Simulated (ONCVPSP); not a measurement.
# Before and after: ONCV potential for cadmium

| Item | Value |
| --- | --- |
| Element | cadmium |
| Generator | ONCVPSP 4.0.1 |
| Type | optimised norm-conserving Vanderbilt (ONCV) |
| Functional | LDA (Perdew-Wang 92) |
| Relativity | scalar-relativistic |
| Frozen core | [Ar] 3d10 4s2 |
| Valence charge | 18 |
| Reference configuration | 4p6 4d10 5s2 |
| Partial waves | 5s: rc 1.95 bohr, ncon 5, nbas 9, qcut 3.3 1/bohr, 2 projectors, debl 1.1 Ha; 4p: rc 1.10 bohr, ncon 4, nbas 8, qcut 7.3 1/bohr, 2 projectors, debl 1.5 Ha; 4d: rc 1.10 bohr, ncon 4, nbas 9, qcut 16.8 1/bohr, local |
| Local potential | the d channel |
| Core correction | none |

In the p channel the program set the typed energies aside and used -2.462, 0.250 Ha.

Change: s: qcut 2.6.

Cutoffs: the cutoffs (Ha) at which the residual kinetic energy of the hardest occupied pseudo-wave falls to 1 and 0.1 mHa per electron; they do not see the model core or the augmentation charge, which bear on the density cutoff. Errors are all-electron minus pseudo energies relative to the spin-unpolarised reference configuration.

What does the change do?

The potential gets neither clearly harder nor softer (125 Ha and 170 Ha → 125 Ha and 170 Ha); both files keep a bound ghost (s); the number of tests with a reliable result goes from 3 to 4; the errors of the 3 common tests hardly move; the range in which the s phases agree narrows (upper end at the end of the scan → 3.3).

```tsv
quantity	base	changed
cutoff, loose	125 Ha	125 Ha
cutoff, tight	170 Ha	170 Ha
loose cutoff by channel	s 25 Ha, p 125 Ha, d 48 Ha	s 14 Ha, p 125 Ha, d 48 Ha
bound ghosts	s	s
GHOST(+) flags under 300 eV	s at 259.2 eV	s at 105.9 eV
tests with a reliable result	3 of 4	4 of 4
error for 4p6 4d10 5s1, meV [ΔE 9.62 eV]	-6.3	-6.2
error for 4p6 4d10 5s0, meV [ΔE 27.14 eV]	-32	-30
error for 4p6 4d10 5s0 5p1, meV [ΔE 15.53 eV]	-26	-24
s: phases at 1.98 bohr within 0.05 rad from the reference energy up to (Ha; the scan ends near 5)	to the end of the scan	3.3
p: phases at 1.12 bohr within 0.05 rad from the reference energy up to (Ha; the scan ends near 5)	to the end of the scan	to the end of the scan
d: phases at 1.12 bohr within 0.05 rad from the reference energy up to (Ha; the scan ends near 5)	to the end of the scan	to the end of the scan
```

 A true bound ghost makes a file unfit for plane-wave use even where its test errors are small: the radial tests pick states by their node count and pass the ghost by.
